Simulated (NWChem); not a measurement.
Species: BeNH2Cl; SMILES [NH2][Be][Cl]

```xyz
5

Be     0.0007    -0.5436     0.0000
Cl     0.0000     1.2752     0.0000
N      0.0005    -2.0362     0.0000
H     -0.0035    -2.6251    -0.8260
H     -0.0035    -2.6251     0.8260
```
Atoms are numbered in this order, from 1.

All runs: NWChem. The geometry was optimised at PBE0/def2-SVP. B3LYP is NWChem's, with the RPA form of VWN correlation. Vertical excitations in the gas phase; the lowest state need not have the same character in each row.

```json
[
 {"level": "PBE/def2-SVP, TDA", "lowest excitation, singlet (eV)": "5.55", "lowest state with f > 0.02, singlet (eV)": "5.55", "lowest triplet (eV)": "5.17", "orbital gap (eV)": "5.39"},
 {"level": "B3LYP/def2-SVP, TDA", "lowest excitation, singlet (eV)": "5.88", "lowest state with f > 0.02, singlet (eV)": "5.88", "lowest triplet (eV)": "5.48", "orbital gap (eV)": "6.97"},
 {"level": "CAM-B3LYP/def2-SVP, TDA", "lowest excitation, singlet (eV)": "6.14", "lowest state with f > 0.02, singlet (eV)": "6.14", "lowest triplet (eV)": "5.68", "orbital gap (eV)": "9.69"},
 {"level": "LDA (Slater exchange, VWN5)/def2-SVP, TDA", "lowest excitation, singlet (eV)": "5.53", "lowest state with f > 0.02, singlet (eV)": "5.62", "lowest triplet (eV)": "5.29", "orbital gap (eV)": "5.46"}
]
```
